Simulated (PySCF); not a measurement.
Geometry (Å), atoms numbered from 1 in this order:
```xyz
23

C    -1.957    1.280   -0.022
C    -1.174   -0.031    0.099
C    -1.901   -1.004    1.031
C    -0.964   -0.662   -1.279
Si    0.506    0.360    0.842
O     1.399    1.355   -0.177
C     2.698    0.820   -0.336
C     2.594   -0.698   -0.131
O     1.588   -0.929    0.835
H    -1.443    2.000   -0.679
H    -2.106    1.763    0.958
H    -2.957    1.091   -0.450
H    -1.347   -1.950    1.143
H    -2.900   -1.248    0.629
H    -2.048   -0.578    2.038
H    -0.392   -1.601   -1.207
H    -0.420    0.018   -1.953
H    -1.935   -0.897   -1.748
H     0.369    0.902    2.225
H     3.081    1.068   -1.338
H     3.384    1.266    0.409
H     3.548   -1.126    0.218
H     2.326   -1.198   -1.081
```

Geometry: PBE0-D3(BJ)/def2-SVP; GIAO absolute shieldings from PySCF 2.14.0 with density-fitted response routines, gas phase, non-relativistic, averaged over equivalent atoms.

At PBE0/pcSseg-1 (230 basis functions, 49 s wall time on 1 thread of an Arm Neoverse V1, shared host):
| atoms | σ (ppm) |
| --- | --- |
| C7/C8 | 117.0 |
| C1/C3/C4 | 160.4 |
| C2 | 164.9 |
| Si5 | 333.8 |
| O6/O9 | 292.1 |
| H19 | 26.46 |
| H21/H22 | 27.37 |
| H20/H23 | 27.39 |
| H10/H11/H12/H13/H14/H15/H16/H17/H18 | 30.35 |

Task: What do these become at B97-2/pcSseg-1?

Result: 
```
                              atoms  σ at B97-2/pcSseg-1  change
                              C7/C8                116.7    -0.3
                           C1/C3/C4                159.7    -0.7
                                 C2                164.1    -0.8
                                Si5                342.9    +9.1
                              O6/O9                291.6    -0.5
                                H19                26.67   +0.21
                            H21/H22                27.50   +0.13
                            H20/H23                27.52   +0.13
H10/H11/H12/H13/H14/H15/H16/H17/H18                30.44   +0.09
```

The largest change is at Si5 (silicon bonded to C, 2 O, H, in a 5-membered ring). Cost: 230 basis functions, 47 s wall time on 1 thread of an Arm Neoverse V1, shared host. The order of the carbon signals is the same at both levels.
